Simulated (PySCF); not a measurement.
**Te3: from structure and modes to constants**

Computed with B3LYP/[Te def2-TZVP with ECP28], scalar-relativistic core potentials, density fitting, no spin–orbit coupling, PySCF.

The singlet minimum has D3h symmetry. Masses (u): Te 129.90622.

```xyz
3
charge 0 multiplicity 1, angstrom
Te    0.7990   -1.3840    0.0000
Te   -1.5981    0.0000    0.0000
Te    0.7990    1.3840    0.0000
```

Harmonic wavenumbers (cm⁻¹): 166.6 (e', ×2), 224.3 (a1', ×1).

Find the principal moments of inertia and the rotational constants. What kind of rotor is it?

About the centre of mass I = 497.63, 497.63, 995.26 u Å². With B = 16.8576/I this gives 0.03388, 0.03388, 0.01694 cm⁻¹. The molecule is an oblate symmetric top.

What is the harmonic zero-point energy?

Half the sum of all 3 wavenumbers, 558/2 = 279 cm⁻¹, which is 3.3 kJ/mol (1 cm⁻¹ = 0.0119627 kJ/mol).

Give the standard entropy (298.15 K, 1 bar) by its translational, rotational, vibrational and spin parts, and Cp.

Sackur–Tetrode with M = 389.72 u gives 183.3; rotation with symmetry number 6 gives 114.0; vibration 28.7; spin R ln 1 = 0.0. The total is 326.0 J/(mol K), and Cp = 4 R + 23.3 = 56.6 J/(mol K).

Other isomers or separated fragments may lie lower.
